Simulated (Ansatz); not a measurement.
`F[SiH2]N([SiH3])[SiH3]` → `[SiH3]N[SiH3]` + `F[SiH]` at 500 K and 1 bar (silylene formation by 1,1-elimination).

Gas-phase electronic energies from Ansatz, PBE0-D4/def2-TZVP geometries. CBS: MP2 limit from def2 TZ/QZ plus the TZ coupled-cluster correction, frozen cores. This one scheme is used for every species. One conformer a species, not always the lowest.

| species | CCSD(T)/CBS energy (Eh) | H − E (kJ/mol) | S (J/(mol·K)) |
| --- | --- | --- | --- |
| `F[SiH2]N([SiH3])[SiH3]` | -1026.67748 | 262.9 | 479.0 |
| `[SiH3]N[SiH3]` | -637.10515 | 216.0 | 394.7 |
| `F[SiH]` | -389.46371 | 40.7 | 260.3 |

H − E and S are ideal-gas, rigid-rotor, harmonic terms from PBE0-D4/def2-TZVP, for one conformer and one mirror image of each species. 1 Eh = 2625.50 kJ/mol, R = 8.31446 J/(mol·K).

Task: By hand: ΔE, ΔH, ΔS and ΔG.

Result: ΔE = (-637.10515) + (-389.46371) − (-1026.67748) = 0.10862 Eh = 285.2 kJ/mol. Δ(H − E) = 216.0 + 40.7 − 262.9 = -6.2, so ΔH = 279.0 kJ/mol. ΔS = 394.7 + 260.3 − 479.0 = 176.0 J/(mol·K). ΔG = 279.0 − 500 × (176.0)/1000 = 191.0 kJ/mol.

Task: By hand: the equilibrium constant, and the temperature at which ΔG would vanish if ΔH and ΔS stayed fixed.

Result: log₁₀ K = −ΔG/(RT ln 10) = -20.0. ΔG = 0 at ΔH/ΔS = 1585 K.

The number of gas molecules changes by +1, which sets the sign of ΔS. A doubt of 5 kJ/mol in ΔE shifts log₁₀ K by 0.5 here. Other conformers and mirror images would add mixing entropy, several J/(mol·K) or more a flexible species. Modes under 60 cm⁻¹, often nearly free rotors, make the harmonic entropy too high. These are equilibria of isolated gas molecules and say nothing of rates. Largest T1 diagnostic: 0.015 (customary marks: 0.02 for closed shells, 0.045 for open ones).
